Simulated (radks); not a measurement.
The numbers below are computed, except where a source is named.
Ionisation of Zr+, [Kr] 4d2 5s1, to Zr2+, [Kr] 4d2, under several functionals. Dirac Kohn-Sham, spin-unpolarised, spherical densities, point nucleus; open shells fill j = l - 1/2 first; a radial shooting solver on a logarithmic mesh with Libxc functionals.

functional                                        E(Zr+) (hartree)  Exc (hartree)  IE (eV)  -e(HOMO) (eV)  <r> HOMO (bohr)  IE error (eV)
LDA (Slater exchange, Perdew-Zunger correlation)       -3594.75675     -109.92390   13.223         10.206            3.394         +0.093
LDA (Slater exchange, VWN5 correlation)                -3594.77400     -109.94169   13.215         10.198            3.395         +0.085
Wu-Cohen GGA                                           -3598.10125     -113.32212   12.850          9.956            3.403         -0.280
exchange-only B88                                      -3597.28863     -112.49017   12.365          9.142            2.167         -0.765
XLYP                                                   -3599.62489     -114.85916   13.070          9.929            2.142         -0.060
HCTH/407                                               -3601.04482     -116.42855   12.938          9.850            3.484         -0.192
exchange-only LDA                                      -3591.13606     -106.24569   12.282          9.029            2.173         -0.848

NIST Atomic Spectra Database: 13.130 eV (measured). Closest: XLYP. The Delta-SCF values span 0.94 eV, the total energies 9.91 hartree. The highest occupied level is 5s1/2. Spin polarisation and multiplet splitting are left out, so open shells lie too high by an amount that depends on their filling.

Beside tabulated values, note that spin-unpolarised runs miss the spin-polarisation part of the exchange energy of open shells.
